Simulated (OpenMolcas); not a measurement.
## Ar+: effect of the IPEA shift

```json
{"Program": "OpenMolcas 26.06", "Basis": "ANO-RCC-VQZP [6s5p3d2f1g]", "Scalar Hamiltonian": "DKH2, point nucleus", "Active space": "7 electrons in 4 orbitals (3s 3p)", "State averaging": "2S+1 = 2 odd, 3 roots; 2S+1 = 2 even, 1 root", "Spin-orbit coupling": "state interaction with AMFI integrals over the reference wave functions, term energies averaged over their components"}
```

Methods on the same reference wave functions:
A. CASSCF
B. SS-CASPT2, IPEA 0 Eh, imaginary shift 0.1 Eh (closed shells correlated: 2s 2p)
C. SS-CASPT2, IPEA 0.25 Eh, imaginary shift 0.1 Eh (closed shells correlated: 2s 2p)

Energies in cm-1 above 3s2 3p5 2P* 3/2, the measured ground level; measured values from NIST Handbook of Basic Atomic Spectroscopic Data.

| Level | A | B | C | Measured |
| --- | --- | --- | --- | --- |
| 3s2 3p5 2P* 3/2 | 0.0 | 0.0 | 0.0 | 0.0 |
| 3s2 3p5 2P* 1/2 | 1350 | 1350 | 1350 | 1432 |
| 3s 3p6 2S 1/2 | 151029 | 121847 | 126487 | 108722 |

Deviations, from unrounded energies. A percentage is the sum of absolute deviations over the sum of measured energies, with the sign that they share, or ± where signs differ.

```csv
Against measurement,Levels,A,B,C
mean absolute deviation (cm-1),2,21000,6600,8900
fine structure of the ground term (%),1,-5.7,-5.7,-5.7
other configurations (%),1,+38.9,+12.1,+16.3
```

B lies closest to measurement on these levels and A furthest from it. The largest miss of B in the table is 3s 3p6 2S 1/2, by +13000 cm-1. The ranking rests on the paired levels alone, and a cruder setting can come out closer through cancelling errors.

Between B and C the level of the table that moves most is 3s 3p6 2S 1/2, by 4600 cm-1 (lowest in B, highest in C).

The lowest spin-free term lies below A's lowest term by 0.269 hartree in B, 0.265 hartree in C.

Over all roots computed the reference weight is 0.82 to 0.94 in B, 0.86 to 0.95 in C; the roots of lowest weight are the least certain, and an intruder state may touch them. Without dynamic correlation excited terms often stand tens of per cent too high (terms of higher spin than the ground term too low), and those without a measured partner can miss by more than the paired ones (holds for A). Measured partners are found by configuration, term and J. A level has none where our copy of the source lacks it or the pairing is in doubt (some pairs that miss far off the trend of their configuration count as doubtful), and it then counts in no deviation. Only configurations of the active space appear.

* marks odd parity.
